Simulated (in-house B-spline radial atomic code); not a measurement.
The numbers below are computed, except where a source is named.
## Correlation energy from the adiabatic connection: ω²r²/2 − Z/r, ω = 0.638, Z = -1

Two electrons in a singlet, external potential ω²r²/2 − Z/r, ω = 0.638, Z = -1 (atomic units). Full CI in B-splines (partial waves to l = 8, correlation up to 0.6 % small) with the density held fixed gives W(λ) = <V_ee>_λ − U, and E_c is the integral of W(λ) − W(0) from 0 to 1.

```csv
λ,W(λ) − W(0) (hartree)
0,0.00000
0.02,-0.00229
0.05,-0.00563
0.12,-0.01305
0.25,-0.02552
0.4,-0.03806
0.6,-0.05220
0.8,-0.06397
1,-0.07386
```

Task: Integrate the table by the trapezoid rule.

Result: The strips give -0.00002, -0.00012, -0.00065, -0.00251, -0.00477, -0.00903, -0.01162, -0.01378, which sum to -0.04250 hartree. The direct value, W(1) − W(0) + T_c with T_c = 0.03122, is -0.04265; the curve is convex, so chords lie above it and the trapezoids fall short in size by 0.36 %.

Task: Now use only three numbers: W(0) = -0.48936, the initial slope W'(0) = -0.1155 (extrapolated from the first points) and the strong-coupling limit of the point-charge-plus-continuum model, W∞ = -0.65541. What do second-order theory and the interpolation W(λ) = W∞ + (W(0) − W∞)/√(1 + 2χλ) of Seidl, Perdew and Levy give?

Result: Second order keeps the slope alone: E_c = W'(0)/2 = -0.05775, +35 % in size against -0.04265. Matching the slope fixes χ = W'(0)/(W∞ − W(0)) = -0.1155/(-0.16605) = 0.69557. Integrating, with s = √(1 + 2χ) = 1.546333, E_c = −(W(0) − W∞)(s − 1)/(s + 1) = −0.16605 × 0.546333/2.546333 = -0.03563 hartree, -16.5 % in size against the full result. At λ = 1 the formula gives W − W(0) = -0.05867 against -0.07386. Part of the miss can come from the model's W∞.
